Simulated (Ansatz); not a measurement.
`CO[SiH](S)Cl`. Total charge 0; spin multiplicity 1. All single points use the PBE0-D4/def2-TZVP geometry. It is one conformer, not always the lowest.

```xyz
10

C     0.843    1.408   -0.279
O    -0.297    0.639    0.054
Si   -0.266   -0.973    0.260
S    -2.227   -1.668    0.612
Cl    0.828   -1.498    1.913
H     0.502    2.397   -0.585
H     1.406    0.958   -1.104
H     1.504    1.512    0.586
H     0.389   -1.607   -0.906
H    -2.681   -1.167   -0.551
```

What is the dipole moment at r2SCAN/def2-TZVPP? (Estimate.)

The calculation gave: 2.36 D, with components (0.60, 1.28, -1.89) D in this frame, pointing from negative to positive charge.

And with PBE, B3LYP, ωB97M-V? (An estimate is asked.)

The calculation gave: PBE 2.25 D, B3LYP 2.34 D, ωB97M-V 2.34 D.

Give the Mulliken charges with r2SCAN, B3LYP, ωB97M-V in def2-TZVPP. (Best estimate.)

Computed: 
| atom | r2SCAN | B3LYP | ωB97M-V |
| --- | --- | --- | --- |
| C1 | 0.00 | -0.13 | -0.18 |
| O2 | -0.36 | -0.35 | -0.34 |
| Si3 | 0.62 | 0.61 | 0.49 |
| S4 | -0.23 | -0.23 | -0.21 |
| Cl5 | -0.25 | -0.25 | -0.21 |
| H6 | 0.07 | 0.12 | 0.13 |
| H7 | 0.06 | 0.10 | 0.11 |
| H8 | 0.07 | 0.11 | 0.13 |
| H9 | -0.09 | -0.08 | -0.03 |
| H10 | 0.11 | 0.11 | 0.12 |

B3LYP here is the variant with VWN-RPA as its local correlation; programs differ in this.
